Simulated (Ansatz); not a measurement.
A geometry relaxed with B3LYP-D3(BJ)/def2-TZVP (Ansatz, a first-principles code), charge 0, multiplicity 2:

```xyz
5

H     -2.4962     0.0963    -0.0151
O      1.6888    -0.4103     0.1495
O     -1.6896    -0.3964     0.1764
In     0.0006     0.6346    -0.2560
H      2.4964     0.0757    -0.0548
```

Problem. Write the SMILES of this molecule.

Solution. `[OH][In][OH]`
